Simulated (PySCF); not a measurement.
C4H9BF2O.
SMILES: `CC(C)OCB(F)F`

Vertical excitations from PySCF (density fitting, frozen core in the response, grid level 2 and gas phase unless stated; continuum runs use non-equilibrium linear response for the excitations) on a GFN2-xTB geometry. Reference run:

```
                              settings    S1, eV (f)    S2, eV (f)    S3, eV (f)    S4, eV (f)    S5, eV (f)    S6, eV (f)  T1, eV (Tamm–Dancoff)  mean α (au)
PBE0/def2-SVPD, full TDDFT, 6 singlets  6.18 (0.005)  6.71 (0.007)  7.53 (0.016)  7.72 (0.017)  7.84 (0.028)  7.95 (0.005)                   5.77         67.5
```

Problem. What do these settings give: PBE0/6-31++G**, TDA, 1 singlet?

Solution. 
```json
{"settings": "PBE0/6-31++G**, TDA, 1 singlet", "S1, eV (f)": "6.15 (0.009)", "S2, eV (f)": "–", "S3, eV (f)": "–", "S4, eV (f)": "–", "S5, eV (f)": "–", "S6, eV (f)": "–", "T1, eV (Tamm–Dancoff)": "–", "mean α (au)": "65.0"}
```

S1 moves by -0.03 eV; basis and response scheme change together, so the shift can't be laid on one. States are counted by energy in each run and needn't keep their character from row to row.

All basis functions are spherical, in the Pople sets too.

Problem. Which orbital pairs make up S1 in each run, and how does it sit against the orbital gap?

Solution. 
| settings | S1 configurations (weight) | S1 (eV) | orbital gap (eV) | S1 − gap (eV) |
| --- | --- | --- | --- | --- |
| PBE0/def2-SVPD, full TDDFT, 6 singlets | H→L 0.99 | 6.18 | 7.52 | -1.34 |
| PBE0/6-31++G**, TDA, 1 singlet | H→L 0.55, H→L+1 0.43 | 6.15 | 7.32 | -1.17 |

Conformer computed: `[CH3:1][CH:2]([CH3:3])[O:4][CH2:5][B:6]([F:7])[F:8]`: C1–C2–O4–C5 79°, C2–O4–C5–B6 65°, O4–C5–B6–F7 8°.

One conformer stands for the species.
